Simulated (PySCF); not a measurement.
diboron tetrafluoride (B₂F₄), SMILES FB(B(F)F)F.

Coordinates come from a PBE0-D3(BJ)/def2-SVP optimisation. The values are those of a single conformer.

The numbers are results of PBE/def2-TZVP in PySCF, not measurements.

Symmetry labels are those of the subgroup D2 that the program uses (full group D2).

Computed valence orbital energies around the gap with their symmetry:
```tsv
orbital	symmetry	energy (eV)
HOMO−7	B1	-12.28
HOMO−6	B3	-12.28
HOMO−5	B2	-11.55
HOMO−4	A	-10.92
HOMO−3	B2	-10.84
HOMO−2	B3	-10.34
HOMO−1	B1	-10.34
HOMO	A	-8.32
LUMO	B1	-1.89
LUMO+1	B3	-1.86
LUMO+2	A	0.35
LUMO+3	B2	0.86
```
